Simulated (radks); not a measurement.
Problem. These are the eigenvalues of the occupied orbitals of an atom or ion with whole-number occupations (hartree). Method: non-relativistic Kohn-Sham, LB94 model potential, spin-polarised, spherical densities, point nucleus; computed with a radial shooting solver on a logarithmic mesh with Libxc functionals.

| orbital | eigenvalue |
|---|---|
| 1s | -2635.347 |
| 2s | -449.8476 |
| 2p | -433.0485 |
| 3s | -114.7635 |
| 3p | -106.7930 |
| 3d | -91.88438 |
| 4s | -33.82394 |
| 4p | -30.39777 |
| 4d | -24.09737 |
| 4f | -15.64972 |
| 5s | -14.43026 |

Which element is it, and in what charge state? The configuration may be excited. Open shells, if any, are filled with parallel spins first.

Solution. Z = 78, platinum, charge +16: Pt16+ in [Kr] 4d10 4f14 5s2. The list shows which subshells hold electrons but not how many an open one holds; the 1s level, -2635.3 hartree, gives Z - s = 72.6 by -(Z - s)^2/2, which with screening narrows Z to a few neighbours, and the depths of the outer levels then fix element, charge and occupations together.
